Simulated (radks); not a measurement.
The numbers below are computed, except where a source is named.
Question: Successive ionisation energies (eV) of one element, from differences of total energies of ions in their ground configurations, starting at charge 0: 7.972, 15.400, 23.633, 45.463, 56.701, 89.102, 107.02, 125.63, 144.89, 164.75. Code: a radial shooting solver on a logarithmic mesh with Libxc functionals. Model: Dirac Kohn-Sham, BLYP, spin-unpolarised, spherical densities, point nucleus; open shells are shared between the two j in proportion to 2j + 1. Which element is it?

Answer: Bismuth (Z = 83). The first species listed is Bi in [Hg] 6p3, the last Bi9+ in [Xe] 4f14 5d6.
